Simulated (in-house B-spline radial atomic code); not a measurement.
Radial electron density of Se3+, [Ar] 3d10 4s2 4p1. Method: non-relativistic PBE, spin-polarised, spherical fractional occupations, point nucleus, inside a hard spherical wall at 4.47 bohr. Calculated with an all-electron radial atomic-structure program (B-spline basis).

Columns: r (bohr), 4πr²n(r) (electrons per bohr), bar.

```
 0.00184    1.017 #
 0.00223    1.455 #
 0.00269    2.052 ##
 0.00326    2.899 ###
 0.00394    4.043 ####
 0.00476    5.581 #####
 0.00576    7.635 #######
 0.00697     10.3 #########
 0.00842    13.62 ############
  0.0102    17.72 ################
  0.0123    22.36 ####################
  0.0149    27.54 #########################
   0.018    32.65 #############################
  0.0218    37.21 #################################
  0.0264    40.38 ####################################
  0.0319    41.52 #####################################
  0.0386    40.45 ####################################
  0.0466    37.79 ##################################
  0.0564    34.97 ###############################
  0.0682    34.03 ##############################
  0.0825    36.43 #################################
  0.0997    41.75 #####################################
   0.121    47.38 ##########################################
   0.146    49.13 ############################################
   0.176    44.97 ########################################
   0.213    36.35 #################################
   0.258    28.58 ##########################
   0.312    26.46 ########################
   0.377    29.56 ##########################
   0.457    32.71 #############################
   0.552    30.84 ############################
   0.668    23.67 #####################
   0.808    14.94 #############
   0.977    8.301 #######
    1.18    4.787 ####
    1.43    3.263 ###
    1.73    2.364 ##
    2.09    1.466 #
    2.53   0.6784 #
    3.06   0.2171 
     3.7  0.03795 
    4.43 7.665e-05
```

On this grid the curve has 3 maxima, near 0.0319, 0.146, 0.457 bohr.

The 4s up radial function P(r) = rR(r), positive near the nucleus:

| r (bohr) | P |
| --- | --- |
| 0.000588 | 0.009807 |
| 0.00086 | 0.01421 |
| 0.00126 | 0.02054 |
| 0.00184 | 0.0294 |
| 0.00269 | 0.04173 |
| 0.00394 | 0.05849 |
| 0.00576 | 0.08015 |
| 0.00842 | 0.1064 |
| 0.0123 | 0.1342 |
| 0.018 | 0.1563 |
| 0.0264 | 0.1576 |
| 0.0386 | 0.1161 |
| 0.0564 | 0.01269 |
| 0.0825 | -0.1419 |
| 0.121 | -0.2667 |
| 0.176 | -0.2157 |
| 0.258 | 0.08282 |
| 0.377 | 0.4063 |
| 0.552 | 0.3364 |
| 0.808 | -0.2194 |
| 1.18 | -0.7814 |
| 1.73 | -0.838 |
| 2.53 | -0.4327 |
| 3.7 | -0.08858 |
